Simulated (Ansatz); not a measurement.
Consider the cleavage of the Ge–Ge bond: `[Cl][GeH]([Cl])[GeH3]` + `F[SiH]1CN1` → `F[SiH]1C[N]1[GeH3]` + `[Cl][GeH2][Cl]`.

Program: Ansatz. Geometries: PBE0-D4/def2-TZVP. ΔE: electronic, gas phase. CCSD(T)/CBS adds triple-zeta CCSD(T) − MP2 to the extrapolated MP2 energy (def2 sets, frozen cores). Functionals use def2-TZVPP. B3LYP here is the variant with VWN-RPA as its local correlation; programs differ in this. For Ge outer-core shells are correlated without core-valence functions, which leaves a few kJ/mol of doubt a bond. Scalar relativity is left out up to krypton.

`[Cl][GeH]([Cl])[GeH3]`:

Cartesian coordinates in Å:
```
Cl -2.090 -0.434 1.643
Ge -0.567 0.727 0.656
Cl -1.568 2.078 -0.691
Ge 0.829 -0.769 -0.643
H 0.084 1.600 1.740
H 1.884 0.063 -1.383
H 1.506 -1.761 0.312
H -0.078 -1.503 -1.634
```

`F[SiH]1CN1`:

Cartesian coordinates in Å:
```
F -2.116 -0.419 0.427
Si -0.650 -0.689 -0.138
C 0.449 0.728 -0.436
N 0.725 -0.230 0.698
H -0.698 -1.992 -0.818
H 1.236 0.786 -1.184
H 0.062 1.709 -0.155
H 0.991 0.108 1.607
```

`F[SiH]1C[N]1[GeH3]`:

Z-matrix (Å, degrees):
```
Si
C 1 1.817
N 1 1.665 2 51.2
F 1 1.591 2 121.8 3 -105.4
H 1 1.472 2 126.6 3 104.3
H 2 1.091 1 120.3 3 102.9
H 2 1.091 1 122.8 3 -102.3
Ge 3 1.823 1 160.6 2 174.5
H 8 1.535 3 107.2 1 2.9
H 8 1.540 3 109.7 1 123.3
H 8 1.541 3 109.0 1 -117.4
```

`[Cl][GeH2][Cl]`:

Z-matrix (Å, degrees):
```
Ge
Cl 1 2.140
Cl 1 2.140 2 108.2
H 1 1.528 2 108.2 3 116.9
H 1 1.528 2 108.2 3 -116.9
```

```tsv
level	ΔE (kJ/mol)	difference from CCSD(T)/CBS
PBE-D4	25.9	14.2
PBE0-D4	20.7	9.0
ωB97X-V	10.5	-1.2
ωB97M-V	14.2	2.5
PBE	26.4	14.7
r2SCAN	17.8	6.1
PBE0	21.1	9.4
B3LYP	16.9	5.2
HF/def2-TZVPP	-6.2	-17.9
MP2/def2-TZVPP	3.9	-7.8
SCS-MP2/def2-TZVPP	-0.1	-11.8
CCSD/def2-TZVPP	6.0	-5.7
HF/def2-QZVPP	-7.0	-18.7
MP2/def2-QZVPP	6.5	-5.2
HF/CBS(def2)	-7.1	-18.8
MP2/CBS(def2)	9.0	-2.7
CCSD(T)/CBS	11.7	0
```

Largest T1 diagnostic among the species: 0.012.

From PBE to PBE0 (25 % exact exchange), in def2-TZVPP and without D4, ΔE moves by −5.3 kJ/mol. In def2-TZVPP, CCSD(T) changes the Hartree–Fock value by +12.8 kJ/mol (the triples alone add +0.6 kJ/mol) and MP2 by +10.0 kJ/mol.
